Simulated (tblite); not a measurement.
Species: C4H10Ge.
Z-matrix (Å and degrees, GFN2-xTB geometry), rows numbered from 1:
```
C 
C   1  1.5279
C   2  1.4920  1  111.08
C   3  1.3260  2  124.76  1  -115.78
Ge  4  1.9453  3  125.88  2    -0.70
H   1  1.0874  2  110.53  3  -179.65
H   1  1.0880  2  110.53  3   -59.49
H   1  1.0879  2  110.13  3    60.40
H   2  1.0938  1  109.05  3   120.45
H   2  1.0942  1  109.65  3  -120.96
H   3  1.0857  2  114.98  1    62.94
H   4  1.0836  3  118.44  2   179.08
H   5  1.4964  4  112.78  3    58.80
H   5  1.4941  4  109.24  3   177.97
H   5  1.4970  4  112.91  3   -62.57
```

Level: GFN2-xTB in tblite, geometry and Hessian alike; calculated harmonic values, unscaled, isolated species. This tight-binding method is rough: wavenumbers can miss measured ones by several per cent, in bad cases by 10 to 20. Modes of hydrogen on germanium can be 10 to 20 % off. One conformer, not necessarily the lowest.

Harmonic wavenumbers (cm⁻¹): 34.3, 105.3, 154.6, 208.5, 231.8, 381.9, 447.5, 514.5, 541.4, 655.6, 743.5, 790.1, 829.7, 867.6, 871.4, 927.1, 938.7, 1063.4, 1083.9, 1093.3, 1221.9, 1242.4, 1293.0, 1336.4, 1408.1, 1462.3, 1499.0, 1502.6, 1674.5, 1978.1, 2051.8, 2073.2, 2944.0, 2953.2, 3004.7, 3022.0, 3031.3, 3033.5, 3038.2.

A = 7139, B = 1364, C = 1230 MHz; mass 131.999 u (most abundant isotopes); point group C1, symmetry number 1.

Q: Zero-point energy?

A: Half the sum of the wavenumbers: 26127 cm⁻¹ = 312.55 kJ/mol.

Q: What is S at 200 K and 1 bar for an ideal gas of classical rigid rotors and harmonic oscillators?

A: Translation 161.45, rotation 110.86, vibration 56.23: S = 328.5 J/(mol K).

Q: And Cp and H(200 K) − H(0)?

A: Cp = 92.20 J/(mol K), of which vibrations give 58.94 (their classical limit is 39 R = 324.3); H(200 K) − H(0) = 12.59 kJ/mol without the zero-point energy, 5.94 from vibrations.

Q: Blend soft modes into free rotors: weight 1/[1 + (100 cm⁻¹/ν̃)⁴] for the oscillator and the rest for a rotor with moment μB/(μ + B), μ = h/(8π²ν), B = 10⁻⁴⁴ kg m². What vibrational entropy results?

A: 50.98 J/(mol K) in place of 56.23, which changes −T·S at 200 K by +1.05 kJ/mol.

Q: How do the functions run with temperature in this model?

A: 
| T (K) | S (J/(mol K)) | Cp (J/(mol K)) | H − H(0) (kJ/mol) | G − H(0) (kJ/mol) | ln q(vib) |
| --- | --- | --- | --- | --- | --- |
| 50 | 237.4 | 48.2 | 2.00 | -9.87 | 0.53 |
| 100 | 275.8 | 63.8 | 4.82 | -22.76 | 1.40 |
| 298.15 | 371.1 | 123.6 | 23.16 | -87.50 | 4.95 |
| 373.15 | 401.5 | 147.3 | 33.33 | -116.48 | 6.30 |
| 500 | 449.6 | 182.6 | 54.32 | -170.50 | 8.60 |
| 750 | 534.1 | 233.7 | 106.80 | -293.74 | 13.07 |
| 1000 | 606.2 | 267.6 | 169.74 | -436.50 | 17.31 |

q(vib) and H(0) count from the zero-point level.

Q: Which modes carry the vibrational entropy at 200 K?

A: 34.3 cm⁻¹: 19.97; 105.3 cm⁻¹: 10.82; 154.6 cm⁻¹: 7.85; 208.5 cm⁻¹: 5.68; 231.8 cm⁻¹: 4.96; 381.9 cm⁻¹: 2.12 J/(mol K); the other 33 give 4.83 together.

Hindered rotation and anharmonicity are outside this model. Other conformers, if any are populated, would add a mixing term that is left out. The structure is chiral; the term R ln 2 for an equal mix with its mirror image is left out.
